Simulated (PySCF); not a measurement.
## Unknown compound

Molecular formula: C$_{2}$H$_{8}$O$_{3}$Si. Simulated spectra:

$^{1}$H NMR (600 MHz, computed): δ 5.15 (t, 1H), 3.45 (s, 3H), 3.03 (d, 2H), 2.03 (br s, 2H).

$^{13}$C{$^{1}$H} NMR (computed): δ 68.8 (CH2), 65.6 (CH3).

Non-relativistic, isolated molecule, rapidly exchanging positions averaged, one computed conformer. Coordinates at the GFN2-xTB level; NMR shieldings at PBE0/pcSseg-1/GIAO; PySCF 2.14.0 with density-fitted response routines.

Chemical shifts δ = σref − σ; TMS for $^{1}$H (31.72 ppm) and $^{13}$C (186.93 ppm), all at this level.

Question: Deduce the structure.

Answer: 
1. Rings plus π bonds: 0.
2. 2 carbon signals for 2 carbons: no two carbons are equivalent.
3. Carbon types of the structure: 1 × CH2, 1 × CH3, leaving 3 H on heteroatoms.
4. δC 68.8: sp3 CH2 bonded to O and Si; pulled downfield by the heteroatom.
5. δC 65.6: methyl carbon bonded to O; pulled downfield by the heteroatom.
6. δH 5.15: hydrogen on a silicon bonded to C, 2 O.
7. δH 3.45: hydrogen on a methyl carbon bonded to O; its carbon carries O, which withdraws density.
8. δH 3.03: hydrogen on an sp3 CH2 bonded to O and Si; its carbon carries O, hence the downfield position.
9. δH 2.03: hydrogen on an oxygen bonded to Si; exchangeable, gas-phase position.

These data were computed for `InChI=1S/C2H8O3Si/c1-5-2-6(3)4/h3-4,6H,2H2,1H3`.

This is the structure that produced the data.

Exchangeable OH/NH protons stand at their gas-phase positions; hydrogen bonding in a real sample shifts them, mostly to higher δ. Shifts are as computed. Against solution values, carbons near 30 ppm lie about +3 ppm off and those near 130 ppm about +5 ppm. Of 1211 compounds with measured shifts, 218 miss one by over three times the rms of a fit or turn the order of signals round; such compounds aren't used in these exercises. No couplings were computed; multiplicities are counted from neighbouring protons, with m where these are inequivalent, close in shift, in a saturated or five-membered ring or joined by F or P, and br s for small geminal =CH2 splittings.
